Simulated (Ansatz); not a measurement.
`C#[C][SnH]([Cl])[Cl]`. Total charge 0; spin multiplicity 1. Sn: def2 effective core potential. Geometry: relaxed with PBE0-D4/def2-TZVP.

```xyz
7

C    -0.917   -0.231   -1.980
C    -0.463   -0.091   -0.873
Sn    0.289    0.158    1.027
Cl    1.260   -1.835    1.673
Cl    1.985    1.721    0.920
H    -1.315   -0.357   -2.962
H    -0.839    0.634    2.194
```

Task: What is the dipole moment at PBE/def2-TZVPP? (An estimate is asked.)

Result: Computed: 2.55 D, with components (-2.38, 0.31, -0.86) D in this frame, pointing from negative to positive charge.

Task: And with r2SCAN, B3LYP, ωB97M-V? (An estimate is asked.)

Result: Ansatz gave: r2SCAN 2.70 D, B3LYP 2.65 D, ωB97M-V 2.68 D.

Task: Give the Mulliken charges with PBE, B3LYP, r2SCAN in def2-TZVPP. (An estimate is asked.)

Result: The calculation gave: 
```csv
atom,PBE,B3LYP,r2SCAN
C1,-0.03,0.03,-0.09
C2,-0.45,-0.57,-0.46
Sn3,1.00,1.07,1.11
Cl4,-0.32,-0.35,-0.35
Cl5,-0.32,-0.35,-0.35
H6,0.21,0.24,0.22
H7,-0.08,-0.09,-0.08
```

B3LYP here is the variant with VWN-RPA as its local correlation; programs differ in this.
